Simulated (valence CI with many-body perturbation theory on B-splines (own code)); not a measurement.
# E1 line list for O⁺

Computed by valence CI with perturbative core correlation (CI+MBPT): five valence electrons over a frozen Dirac-Fock core [He], a basis of 9 s, 9 p, 8 d, 6 f, 3 g, 1 h functions for each j, with the one-electron correlation potential Σ1, the two-electron term Σ2, the three-electron term Σ3, Breit, model QED; selected CI, second order for the rest, scaled by the run's own slope (own B-spline code, finite nucleus).

Set against measurement, 59 paired levels are off by 111 cm⁻¹ on average, the worst by 352. These come from a selection out of the NIST Handbook of Basic Atomic Spectroscopic Data. Levels without a partner in it may be off by more. Among the levels kept, up to 1700 cm⁻¹ of a level comes from second order outside the variational space, and about a tenth of that is noise between levels of different J, which matters for small intervals.

Lines 51 to 100 of 294 in falling wavelength, among levels below 30.027 eV, chosen from the strongest by gf and those to the six lowest levels. Wavelengths and rates use the calculated energies, so an error of 100 cm⁻¹ moves a line at 4339 Å by 0.43 % and its rate by three times that or more. Electric multipoles are in the length gauge, E1 and E2 with the static RPA response of the core. Weak lines are less certain than strong ones. Lines between different terms over intervals too small for the method are left out, as are lines whose strength nearly cancels. Where a level lies close to another of its J and parity, the split of strength between their lines is uncertain. The highest levels of a list are the least certain.

Names give the largest LS component (configuration and term), which can be under half, so a name can repeat, a term be missing and a line seem to break the LS rules; names also repeat where a configuration has a term twice. Letters in brackets count levels of one name in rising energy.

| λ vac (Å) | λ from measured levels | Upper | Lower | A (s⁻¹) | log gf | Branch % |
| --- | --- | --- | --- | --- | --- | --- |
| 4339 | 4338 | 2s²2p²3p ⁴P°_3/2 | 2s²2p²3s ⁴P_3/2 | 1.58e+07 | -0.75 | 11.4 |
| 4326 | 4327 | 2s²2p²3p ⁴P°_1/2 | 2s²2p²3s ⁴P_1/2 | 1.43e+07 | -1.10 | 10.3 |
| 4322 | 4321 | 2s²2p²3p ⁴P°_5/2 | 2s²2p²3s ⁴P_3/2 | 2.51e+07 | -0.37 | 18.1 |
| 4316 | 4318 | 2s²2p²3p ⁴P°_3/2 | 2s²2p²3s ⁴P_1/2 | 3.82e+07 | -0.37 | 27.5 |
| 4161 | 4170 | 2s²2p²3d ⁴P_5/2 | 2s²2p²3p ⁴P°_5/2 | 2.65e+07 | -0.38 | 0.6 |
| 4148 | 4158 | 2s²2p²3d ⁴P_3/2 | 2s²2p²3p ⁴P°_5/2 | 2.02e+07 | -0.68 | 0.5 |
| 4145 | 4154 | 2s²2p²3d ⁴P_5/2 | 2s²2p²3p ⁴P°_3/2 | 7.65e+07 | 0.07 | 1.8 |
| 4125 | 4130 | 2s²2p²3d ⁴P_1/2 | 2s²2p²3p ⁴P°_3/2 | 2.56e+07 | -0.88 | 0.7 |
| 4123 | 4134 | 2s²2p²3d ⁴P_3/2 | 2s²2p²3p ⁴P°_1/2 | 8.45e+07 | -0.06 | 2.2 |
| 4115 | 4123 | 2s²2p²3d ⁴P_1/2 | 2s²2p²3p ⁴P°_1/2 | 8.19e+07 | -0.38 | 2.2 |
| 4113 | 4120 | 2s²2p²3d ⁴D_7/2 | 2s²2p²3p ⁴P°_5/2 | 1.41e+08 | 0.46 | 46.8 |
| 4112 | 4122 | 2s²2p²3d ⁴D_3/2 | 2s²2p²3p ⁴P°_5/2 | 3.22e+07 | -0.49 | 2.7 |
| 4110 | 4121 | 2s²2p²3d ⁴D_5/2 | 2s²2p²3p ⁴P°_5/2 | 7.42e+07 | 0.05 | 6.3 |
| 4106 | 4112 | 2s²2p²3d ⁴D_1/2 | 2s²2p²3p ⁴P°_3/2 | 7.86e+07 | -0.40 | 5.8 |
| 4100 | 4113 | 2s²2p²3d ²F_5/2 | 2s²2p²3p ⁴P°_5/2 | 1.38e+07 | -0.68 | 0.6 |
| 4097 | 4104 | 2s²2p²3d ⁴D_1/2 | 2s²2p²3p ⁴P°_1/2 | 5.94e+07 | -0.52 | 4.4 |
| 4096 | 4106 | 2s²2p²3d ⁴D_3/2 | 2s²2p²3p ⁴P°_3/2 | 9.23e+07 | -0.03 | 7.6 |
| 4095 | 4106 | 2s²2p²3d ⁴D_5/2 | 2s²2p²3p ⁴P°_3/2 | 4.38e+07 | -0.18 | 3.7 |
| 4087 | 4098 | 2s²2p²3d ⁴D_3/2 | 2s²2p²3p ⁴P°_1/2 | 1.54e+07 | -0.81 | 1.3 |
| 4085 | 4098 | 2s²2p²3d ²F_5/2 | 2s²2p²3p ⁴P°_3/2 | 1.16e+07 | -0.76 | 0.5 |
| 4083 | 4094 | 2s²2p²3d ⁴F_7/2 | 2s²2p²3p ⁴D°_7/2 | 2.35e+07 | -0.33 | 11.6 |
| 4074 | 4086 | 2s²2p²3d ²F_7/2 | 2s²2p²3p ⁴P°_5/2 | 4.72e+06 | -1.03 | 0.2 |
| 4074 | 4086 | 2s²2p²3d ⁴F_5/2 | 2s²2p²3p ⁴D°_5/2 | 4.32e+07 | -0.19 | 21.5 |
| 4070 | 4077 | 2s²2p²3d ⁴F_9/2 | 2s²2p²3p ⁴D°_7/2 | 1.96e+08 | 0.69 | 100.0 |
| 4067 | 4080 | 2s²2p²3d ⁴F_3/2 | 2s²2p²3p ⁴D°_3/2 | 5.22e+07 | -0.29 | 26.3 |
| 4063 | 4073 | 2s²2p²3d ⁴F_7/2 | 2s²2p²3p ⁴D°_5/2 | 1.73e+08 | 0.53 | 85.9 |
| 4059 | 4071 | 2s²2p²3d ⁴F_5/2 | 2s²2p²3p ⁴D°_3/2 | 1.52e+08 | 0.35 | 75.8 |
| 4057 | 4071 | 2s²2p²3d ⁴F_3/2 | 2s²2p²3p ⁴D°_1/2 | 1.42e+08 | 0.15 | 71.5 |
| 3980 | 3984 | 2s²2p²3p ²P°_1/2 [a] | 2s²2p²3s ²P_3/2 | 4.35e+07 | -0.69 | 33.0 |
| 3969 | 3974 | 2s²2p²3p ²P°_3/2 [a] | 2s²2p²3s ²P_3/2 | 1.07e+08 | 0.01 | 81.4 |
| 3950 | 3955 | 2s²2p²3p ²P°_1/2 [a] | 2s²2p²3s ²P_1/2 | 8.49e+07 | -0.40 | 64.5 |
| 3939 | 3946 | 2s²2p²3p ²P°_3/2 [a] | 2s²2p²3s ²P_1/2 | 2.10e+07 | -0.71 | 16.0 |
| 3917 | 3920 | 2s²2p²3p ²P°_1/2 [b] | 2s²2p²3s ²D_3/2 | 1.16e+08 | -0.27 | 54.8 |
| 3908 | 3913 | 2s²2p²3p ²P°_3/2 [b] | 2s²2p²3s ²D_3/2 | 1.34e+07 | -0.91 | 6.2 |
| 3907 | 3913 | 2s²2p²3p ²P°_3/2 [b] | 2s²2p²3s ²D_5/2 | 1.04e+08 | -0.02 | 48.6 |
| 3902 | 3909 | 2s²2p²3d ⁴P_5/2 | 2s²2p²3p ⁴D°_5/2 | 9.33e+06 | -0.89 | 0.2 |
| 3877 | 3883 | 2s²2p²3d ⁴D_7/2 | 2s²2p²3p ⁴D°_7/2 | 5.16e+07 | -0.03 | 17.1 |
| 3877 | 3884 | 2s²2p²3d ⁴P_3/2 | 2s²2p²3p ⁴D°_3/2 | 9.58e+06 | -1.06 | 0.3 |
| 3875 | 3884 | 2s²2p²3d ⁴D_5/2 | 2s²2p²3p ⁴D°_7/2 | 1.08e+07 | -0.83 | 0.9 |
| 3868 | 3875 | 2s²2p²3d ⁴P_3/2 | 2s²2p²3p ⁴D°_1/2 | 3.89e+06 | -1.46 | 0.1 |
| 3861 | 3865 | 2s²2p²3d ⁴P_1/2 | 2s²2p²3p ⁴D°_1/2 | 1.12e+07 | -1.30 | 0.3 |
| 3860 | 3865 | 2s²2p²3d ⁴D_7/2 | 2s²2p²3p ⁴D°_5/2 | 5.53e+06 | -1.01 | 1.8 |
| 3858 | 3866 | 2s²2p²3d ⁴D_3/2 | 2s²2p²3p ⁴D°_5/2 | 1.87e+07 | -0.78 | 1.5 |
| 3857 | 3866 | 2s²2p²3d ⁴D_5/2 | 2s²2p²3p ⁴D°_5/2 | 2.16e+07 | -0.54 | 1.8 |
| 3853 | 3857 | 2s²2p²3d ⁴D_1/2 | 2s²2p²3p ⁴D°_3/2 | 2.30e+07 | -0.99 | 1.7 |
| 3848 | 3858 | 2s²2p²3d ²F_5/2 | 2s²2p²3p ⁴D°_5/2 | 4.48e+06 | -1.22 | 0.2 |
| 3845 | 3852 | 2s²2p²3d ⁴D_3/2 | 2s²2p²3p ⁴D°_3/2 | 1.39e+07 | -0.91 | 1.2 |
| 3844 | 3849 | 2s²2p²3d ⁴D_1/2 | 2s²2p²3p ⁴D°_1/2 | 1.55e+07 | -1.16 | 1.1 |
| 3844 | 3852 | 2s²2p²3d ⁴D_5/2 | 2s²2p²3p ⁴D°_3/2 | 6.21e+06 | -1.08 | 0.5 |
| 3838 |  | 2s²2p²4s ²P_1/2 | 2s²2p²3p ²P°_3/2 [a] | 1.33e+07 | -1.23 | 1.1 |
